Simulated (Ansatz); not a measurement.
C5H15SbSi, SMILES `C[CH2][Sb]([SiH3])[CH](C)C`, 22 atoms. Charge 0, multiplicity 1. Correlated methods include outer-core shells of Sb, which these sets cover unevenly. Sb takes the def2 core potential. Hardware: A = 4 threads of an AMD EPYC 7R13 on a shared host; B = 4 threads of an AMD EPYC 7R13 on a shared host and a share of an NVIDIA H100 80 GB. Correlated methods freeze the cores.

(1) How many basis functions does each run have, and how long does it take in Ansatz? RKS B97M-V/def2-TZVPP energy [B]; RKS PBE0-D4/def2-SVP energy [A]; RHF-CCSD(T)/def2-SVP energy [B]; RKS r2SCAN-D4/def2-TZVPP energy and forces [B]; RHF-CCSD(T)/def2-TZVPP energy [B]; RKS PBE-D4/def2-TZVPP energy and forces [B]; RKS B2PLYP (frozen core)/def2-TZVPP energy [B]; direct RPA on PBE orbitals/def2-TZVPP energy [B]; RKS PBE0-D4/def2-QZVPP energy [B]; RKS PBE0-D4/def2-TZVP relaxation (15 steps) [B]; RKS ωB97M-V/def2-SVP energy [A]; RHF-MP2/def2-QZVPP energy [B]. (Estimate.)

Results:

(1) Ansatz gave: Other jobs shared the machine, so times are rough.

```tsv
level	job	functions	wall time	peak host memory (GiB)
RKS PBE0-D4/def2-SVP	energy [A]	189	3.5 s	0.82
RHF-CCSD(T)/def2-SVP	energy [B]	189	6 s	0.82
RKS r2SCAN-D4/def2-TZVPP	energy and forces [B]	457	8 s	0.98
RKS PBE0-D4/def2-QZVPP	energy [B]	887	8.5 s	1.4
RKS PBE-D4/def2-TZVPP	energy and forces [B]	457	8.6 s	0.94
direct RPA on PBE orbitals/def2-TZVPP	energy [B]	457	9 s	2.3
RKS B2PLYP (frozen core)/def2-TZVPP	energy [B]	457	9 s	2.3
RKS B97M-V/def2-TZVPP	energy [B]	457	10 s	1.1
RKS ωB97M-V/def2-SVP	energy [A]	189	11 s	1.1
RHF-MP2/def2-QZVPP	energy [B]	887	16 s	1.6
RHF-CCSD(T)/def2-TZVPP	energy [B]	457	38 s	0.91
RKS PBE0-D4/def2-TZVP	relaxation (15 steps) [B]	332	83 s	1
```
